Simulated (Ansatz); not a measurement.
CdSe, closed-shell singlet (lowest of 2S+1 = 1, 3 at CCSD(T)/def2-TZVPP on PBE0 minima; our sources give no spin for the ground state, which may be another), most abundant isotopes (113.9034 and 79.9165 u). Constants from fifth-degree fits in 1/R to seven points on the lowest solution found; no spin–orbit coupling, no relativity up to Kr; ω_e x_e and α_e move by some per cent with the fit.

Correlated levels freeze the inner cores; with def2 sets outer-core shells near the valence are correlated too. CBS: X⁻³ extrapolation of the correlation energy, Hartree–Fock from the larger set.

Run with Ansatz (Gaussian orbitals). Values without a source in brackets are computed. In def2 rows elements past Kr take small-core potentials, without spin–orbit coupling.

```csv
level,r_e (Å),ω_e (cm⁻¹),ω_e x_e (cm⁻¹),α_e (cm⁻¹)
PBE/def2-TZVPP,2.3704,255.6,0.816,0.000250
"CCSD(T)/CBS(def2-TZVPP, def2-QZVPP)",2.3503,266.5,0.833,0.000244
```

### Question
Derive the rotational constants, the centrifugal constant, the fundamental, the zero-point energy and the force constant.

### Answer

μ = 46.96505 u.
- PBE/def2-TZVPP: B_e = 16.8576/(μ r_e²) = 0.063885 cm⁻¹; B₀ = B_e − α_e/2 = 0.063760 cm⁻¹; D = 4B_e³/ω_e² = 1.60e-08 cm⁻¹; fundamental ω_e − 2ω_e x_e = 254 cm⁻¹; zero-point energy ω_e/2 − ω_e x_e/4 = 128 cm⁻¹; k = μ(2πcω_e)² = 181 N/m; the line J = 1 ← 0 at 2B₀ = 3.823 GHz
- CCSD(T)/CBS(def2-TZVPP, def2-QZVPP): B_e = 16.8576/(μ r_e²) = 0.064980 cm⁻¹; B₀ = B_e − α_e/2 = 0.064858 cm⁻¹; D = 4B_e³/ω_e² = 1.54e-08 cm⁻¹; fundamental ω_e − 2ω_e x_e = 265 cm⁻¹; zero-point energy ω_e/2 − ω_e x_e/4 = 133 cm⁻¹; k = μ(2πcω_e)² = 197 N/m; the line J = 1 ← 0 at 2B₀ = 3.889 GHz

Doubts at one or more of the structures used: a restricted determinant that unrestricted orbitals would lower (CCSD(T)/CBS(def2-TZVPP, def2-QZVPP)).

Ansatz is a first-principles code.
